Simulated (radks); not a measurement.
Values are calculated unless marked as measured or tabulated.
All-electron atom: Er3+ in [Xe] 4f11 (the NIST ground configuration). Code: a radial shooting solver on a logarithmic mesh with Libxc functionals. Model: Dirac Kohn-Sham, Slater X-alpha with alpha = 0.628, spin-unpolarised, spherical densities, point nucleus; open shells fill j = l - 1/2 first.

Spin-orbit splittings of the eigenvalues, e(l+1/2) - e(l-1/2), with zeta = 2 splitting/(2l+1) and mean radii in bohr:

shell  occ.  splitting (eV)  zeta (eV)  <r> j=l-1/2  <r> j=l+1/2
2p        6           914.3      609.6      0.07153      0.07881
3p        6           191.8      127.9       0.2150       0.2287
3d       10           41.91      16.76       0.2016       0.2058
4p        6           43.47      28.98       0.5173       0.5490
4d       10           7.906      3.163       0.5770       0.5882
4f       11           1.142     0.3262       0.7682       0.7816
5p        6           5.856      3.904        1.375        1.474
